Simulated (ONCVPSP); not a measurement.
# Rh (Z = 45): excitation energies, all-electron against ONCV

```
Element                 : rhodium (Rh)
Generator               : ONCVPSP 4.0.1
Type                    : optimised norm-conserving Vanderbilt (ONCV)
Functional              : LDA (Perdew-Zunger)
Relativity              : fully relativistic
Frozen core             : [Ar] 3d10
Valence charge          : 17
Reference configuration : 4s2 4p6 4d8 5s1
Partial waves           : 4s+5s: rc 1.55 bohr, ncon 4, nbas 9, qcut 8.3 1/bohr, 2 projectors; 4p: rc 1.70 bohr, ncon 5, nbas 9, qcut 6.6 1/bohr, 2 projectors, debl 0.6 Ha; 4d: rc 1.40 bohr, ncon 4, nbas 8, qcut 6 1/bohr, 3 projectors, debl 2.8 Ha
Local potential         : polynomial inside 1.00 bohr (lpopt 5, dvloc0 3 Ha)
Core correction         : polynomial model core, fcfact 0.55
```

Open shells are filled in proportion to 2j + 1.

In the p channel the program set the typed energies aside and used -1.811, 0.250 Ha (j = l + 1/2; the other j can differ).

Energies are relative to the spin-unpolarised reference configuration 4s2 4p6 4d8 5s1; without spin polarisation the order of configurations can differ from experiment.

(1) Give the all-electron excitation energy and the error of the potential for: 4s2 4p6 4d8 5s0; 4s2 4p6 4d7 5s0; 4s2 4p6 4d6 5s0; 4s2 4p6 4d5 5s0.

Levels in the configuration 4s2 4p6 4d7 5s0:

| level | all-electron (eV) | pseudo (eV) |
| --- | --- | --- |
| 4s j=1/2 | -103.486 | -103.492 |
| 4p j=3/2 | -70.100 | -70.104 |
| 4p j=1/2 | -74.102 | -74.106 |
| 4d j=5/2 | -25.804 | -25.805 |
| 4d j=3/2 | -26.254 | -26.253 |

Answers

(1)

```json
{"valence configuration": "4s2 4p6 4d8 5s0", "charge": "+1", "ΔE all-electron (eV)": "7.793", "error AE − PS (meV)": "-0.3"}
{"valence configuration": "4s2 4p6 4d7 5s0", "charge": "+2", "ΔE all-electron (eV)": "27.560", "error AE − PS (meV)": "-1.5"}
{"valence configuration": "4s2 4p6 4d6 5s0", "charge": "+3", "ΔE all-electron (eV)": "60.292", "error AE − PS (meV)": "+3.0"}
{"valence configuration": "4s2 4p6 4d5 5s0", "charge": "+4", "ΔE all-electron (eV)": "107.437", "error AE − PS (meV)": "+30"}
```
